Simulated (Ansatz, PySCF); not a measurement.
This Ansatz (a first-principles code) input computes a r2SCAN/def2-TZVPD energy:

Ansatz 0.2 input:
```yaml
crystal:
  periodic: [false, false, false]
  atoms:
    - {symbol: K, position_ang: [-0.00000000, -0.00000000, -2.44005390]}
    - {symbol: I, position_ang: [0.00000000, 0.00000000, 0.87473631]}
basis:
  gaussian:
    orbitals: def2-TZVPD
hamiltonian:
  xc: {name: r2SCAN}
total_charge: -1
magnetization: {spin_polarized: true, initial_magnetization: 1}
output: {forces: true}
```

**Question.** Write an input for the same energy in PySCF and say what it gives.

**Answer.** 
```python
from pyscf import gto, scf, dft

mol = gto.M(
    atom='''
    K    -0.00000000   -0.00000000   -2.44005390
    I     0.00000000    0.00000000    0.87473631
    ''',
    basis='def2-tzvpd',
    ecp='def2-tzvp',
    charge=-1,
    spin=1,
    symmetry='C2v',
    verbose=4,
)

mf = dft.UKS(mol, xc='r2scan').density_fit(auxbasis='def2-universal-jkfit')
mf.grids.level = 4
mf.conv_tol = 1e-9
mf.max_cycle = 100
mf.max_memory = 1500
mf.kernel()
if not mf.converged:
    mf = mf.newton()
    mf.kernel(mf.make_rdm1())
mf.analyze()
```
It gives -897.82246 Eh, and Ansatz -897.82240 Eh, a difference of 0.06 mEh, from the treatment of integrals and grids.
